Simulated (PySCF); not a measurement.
**Li⁺: ionisation energy**

Li⁺ 1s2 (1S) → Li²⁺ 1s1 (2S), as a difference of total energies. All numbers are calculated (PySCF 2.14, scalar relativity by spin-free X2C-1e, in cc-pVTZ-DK (4s3p2d1f, 30 functions)). Correlated levels: valence: nothing frozen. The calculations carry no spin-orbit coupling.

Problem. Order these methods by the ionisation energy they give, lowest first.
A. LDA
B. CCSD (valence)
C. UHF
D. PBE0

Solution. C (74.495 eV), A (74.584 eV), B (74.848 eV), D (75.402 eV).

Errors of the correlated levels include the incompleteness of this basis.

With two correlated electrons CCSD is exact in that space.

For comparison: 75.640 eV (theoretical estimate listed by NIST; NIST Atomic Spectra Database, ionization energies).
